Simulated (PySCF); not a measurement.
## Computed properties of Si(OSiH3)2(NHSiH3)(Me) (CH13NO2Si4), SMILES C[Si](N[SiH3])(O[SiH3])O[SiH3]

Si(OSiH3)2(NHSiH3)(Me) (CH13NO2Si4), SMILES [SiH3]O[Si](N[SiH3])(C)O[SiH3]. Coordinates come from a B3LYP-D3(BJ)/def2-SVP optimisation. One conformer was computed; it need not be the lowest. All values are computed for the isolated molecule unless a solvent is named; none is compared with measurement here.

**Structure.** All 57 harmonic modes at B3LYP-D3(BJ)/def2-SVP (PySCF) are real, so it is a minimum. With heavy atoms numbered as in [CH3:1][Si:2]([NH:3][SiH3:4])([O:5][SiH3:6])[O:7][SiH3:8], the shortest bond between them is Si2–O5 at 1.661 Å and the longest C1–Si2 at 1.856 Å.

**Vibrations.** The strongest infrared lines (harmonic, unscaled, degenerate partners summed) lie at 975 cm⁻¹ (775 km/mol, H 60 %, Si 20 %, O 19 %), 930 cm⁻¹ (440 km/mol, H 41 %, N 33 %, Si 25 %), 1003 cm⁻¹ (311 km/mol, H 78 %, Si 11 %). The softest mode is at 30 cm⁻¹ and the zero-point energy is 87.6 kcal/mol.

**Electronic structure.** M06-2X/def2-SVP (PySCF) places the frontier levels at -8.86 and 1.08 eV, a gap of 9.94 eV, and gives a dipole moment of 0.56 D and a mean polarisability of 109.0 bohr³. PBE/def2-SVP (PySCF) at the same geometry gives -6.11 and -0.54 eV, so its gap is 4.37 eV narrower. An orbital gap is neither the optical nor the fundamental gap.

**Excitations.** TDA-ωB97X/def2-SVP (PySCF) has S1 at 7.21 eV (172 nm, f = 0.014, weak); the most intense of the 10 singlets computed lies at 9.15 eV (f = 0.13). T1 (TDA) is at 6.81 eV, 0.40 eV under S1. TDA-PBE/def2-SVP (PySCF) puts S1 at 5.66 eV. No vertical singlet excitation falls in the visible range (under 3.1 eV).

**NMR.** GIAO shifts at PBE0/pcSseg-1 (PySCF) (non-relativistic, atoms alike by connectivity averaged): ¹³C at -0.1 ppm against TMS; ¹H from 0.5 to 5.3 ppm against TMS; ²⁹Si from -56.2 to -27.2 ppm against TMS.

**Solvation.** SMD-ωB97X/6-31G* (PySCF) gives 2.6 kcal/mol in water, -2.8 kcal/mol in chloroform, -1.6 kcal/mol in cyclohexanone (1 M in both phases, gas-phase geometry); of these solvents chloroform holds the molecule best.
